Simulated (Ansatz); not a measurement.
Steps of a relaxation of GeH8OSi2, SMILES `O[SiH]([SiH3])[GeH3]` with RKS PBE-D4/def2-SVP.

```sh
$ ansatz run in.yaml --threads 4 --pin off --events-out ev --progress --plain --max-ram 10444MiB
```

```yaml
crystal:
  periodic: [false, false, false]
  atoms:
    - {symbol: O, position_ang: [-1.526800, 1.403400, -0.229900]}
    - {symbol: Si, position_ang: [-0.069900, 0.730700, 0.152700]}
    - {symbol: Si, position_ang: [-0.378700, -0.710600, 1.816900]}
    - {symbol: Ge, position_ang: [0.835500, -0.384100, -1.691300]}
    - {symbol: H, position_ang: [-1.361200, 2.090800, -0.976000]}
    - {symbol: H, position_ang: [0.884800, 1.794800, 0.558300]}
    - {symbol: H, position_ang: [0.974400, -1.324600, 2.167400]}
    - {symbol: H, position_ang: [-1.255700, -1.740000, 1.411100]}
    - {symbol: H, position_ang: [-0.869300, 0.014300, 3.047900]}
    - {symbol: H, position_ang: [0.955700, 0.603300, -2.835400]}
    - {symbol: H, position_ang: [-0.252900, -1.499600, -2.081800]}
    - {symbol: H, position_ang: [2.141100, -1.033500, -1.305900]}
basis:
  gaussian: {orbitals: def2-SVP}
hamiltonian: {xc: pbe, dispersion: d4}
relax: {f_tol: 0.03, max_steps: 200}
```

Positions (Å) and forces (eV/Å) along the path, 6 of 6 steps:

```xyz
12
step=1 energy=-74418.2980 eV
O    -1.527    1.403   -0.230   -0.894    2.131   -2.065
Si   -0.070    0.731    0.153    1.106    0.297   -0.274
Si   -0.379   -0.711    1.817    1.320    0.443    1.822
Ge    0.836   -0.384   -1.691   -1.198   -0.756   -0.079
H    -1.361    2.091   -0.976   -0.655   -1.342    1.506
H     0.885    1.795    0.558    0.415    0.315    0.204
H     0.974   -1.325    2.167   -0.253    0.090   -0.088
H    -1.256   -1.740    1.411   -1.246   -1.410   -0.433
H    -0.869    0.014    3.048   -0.088   -0.145   -0.017
H     0.956    0.603   -2.835    0.194    0.268   -0.586
H    -0.253   -1.500   -2.082    0.621    0.448    0.048
H     2.141   -1.034   -1.306    0.679   -0.338   -0.039
12
step=2 energy=-74418.6753 eV
O    -1.549    1.462   -0.217   -0.319    0.828   -0.852
Si   -0.067    0.782    0.162    0.549   -0.207    0.067
Si   -0.398   -0.701    1.916    0.428    0.153    0.492
Ge    0.832   -0.375   -1.742   -0.143   -0.246   -0.163
H    -1.435    2.110   -0.959   -0.319   -0.444    0.559
H     0.922    1.834    0.598    0.107    0.043   -0.002
H     0.942   -1.320    2.245   -0.069    0.039   -0.026
H    -1.324   -1.781    1.542   -0.392   -0.441   -0.190
H    -0.920   -0.032    3.164    0.015    0.028   -0.071
H     1.022    0.540   -2.980    0.014    0.142   -0.010
H    -0.136   -1.504   -2.219   -0.002    0.090    0.103
H     2.188   -1.070   -1.476    0.129    0.015    0.094
12
step=3 energy=-74418.7183 eV
O    -1.553    1.490   -0.249   -0.018    0.034    0.017
Si   -0.068    0.789    0.156    0.239   -0.163    0.012
Si   -0.385   -0.726    1.926   -0.044    0.098    0.025
Ge    0.825   -0.390   -1.742    0.038    0.023   -0.035
H    -1.457    2.119   -0.985   -0.119    0.058   -0.048
H     0.953    1.831    0.569   -0.028   -0.013    0.018
H     0.953   -1.340    2.251   -0.008    0.009   -0.013
H    -1.339   -1.821    1.534    0.000    0.001   -0.009
H    -0.909   -0.025    3.153    0.001   -0.036    0.001
H     1.020    0.572   -2.955   -0.020   -0.046    0.046
H    -0.167   -1.503   -2.180    0.025    0.003   -0.015
H     2.203   -1.053   -1.444   -0.065    0.032    0.002
12
step=4 energy=-74418.7221 eV
O    -1.552    1.483   -0.197    0.150    0.002   -0.089
Si   -0.042    0.781    0.139   -0.075   -0.049    0.179
Si   -0.396   -0.707    1.926    0.007   -0.011   -0.071
Ge    0.838   -0.399   -1.761   -0.011    0.038   -0.017
H    -1.506    2.107   -0.944   -0.101    0.036   -0.016
H     0.977    1.820    0.562    0.002   -0.010   -0.027
H     0.940   -1.322    2.247    0.003   -0.042    0.039
H    -1.353   -1.802    1.524    0.042    0.041    0.015
H    -0.925   -0.016    3.155    0.003    0.007   -0.017
H     1.032    0.565   -2.969   -0.002   -0.028    0.013
H    -0.149   -1.513   -2.201    0.016   -0.005   -0.010
H     2.213   -1.054   -1.447   -0.034    0.020    0.000
12
step=5 energy=-74418.7232 eV
O    -1.532    1.486   -0.206   -0.081    0.119   -0.089
Si   -0.035    0.778    0.152    0.005    0.125   -0.186
Si   -0.389   -0.710    1.926   -0.023   -0.038    0.042
Ge    0.834   -0.395   -1.764    0.000    0.004    0.061
H    -1.555    2.131   -0.942    0.105   -0.193    0.179
H     0.993    1.815    0.562   -0.003   -0.024   -0.001
H     0.933   -1.344    2.274    0.008    0.000   -0.002
H    -1.347   -1.795    1.514   -0.005    0.000    0.002
H    -0.926   -0.011    3.145   -0.006    0.002   -0.001
H     1.030    0.553   -2.981   -0.014    0.020    0.002
H    -0.139   -1.523   -2.201   -0.001   -0.003   -0.003
H     2.211   -1.040   -1.445    0.015   -0.012   -0.004
12
step=6 energy=-74418.7270 eV
O    -1.534    1.485   -0.203   -0.017    0.006    0.009
Si   -0.035    0.778    0.148    0.015   -0.013   -0.003
Si   -0.394   -0.710    1.929    0.007   -0.001   -0.004
Ge    0.835   -0.394   -1.763   -0.009    0.004    0.020
H    -1.526    2.111   -0.949    0.010   -0.004   -0.007
H     0.996    1.809    0.561    0.001    0.002   -0.004
H     0.928   -1.343    2.278   -0.002   -0.003    0.003
H    -1.353   -1.796    1.521   -0.002    0.002    0.000
H    -0.932   -0.007    3.146   -0.003    0.001   -0.002
H     1.008    0.566   -2.973   -0.001    0.007   -0.011
H    -0.136   -1.524   -2.199    0.001   -0.005   -0.003
H     2.219   -1.032   -1.461    0.001    0.003    0.001
```

Hardware: 4 threads of an Arm Neoverse V1 on a shared host. Wall time 9.5 s, peak host memory 0.18 GiB.
